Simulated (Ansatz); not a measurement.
Q: Name a neutral molecule of C, Cu, N, O and H with size of the dipole moment (PBE/def2-TZVPP) between 7.05 and 7.35 D and HOMO energy (B3LYP/def2-TZVPP) between -5.15 and -4.85 eV (Ansatz, PBE0-D4/def2-TZVP geometry).

A: `C[O][Cu-][NH3+]` (7.26 D, -5.09 eV). Other molecules can fit too; these were computed, each in one conformer that needn't be the lowest.

B3LYP here is the variant with VWN-RPA as its local correlation; programs differ in this.
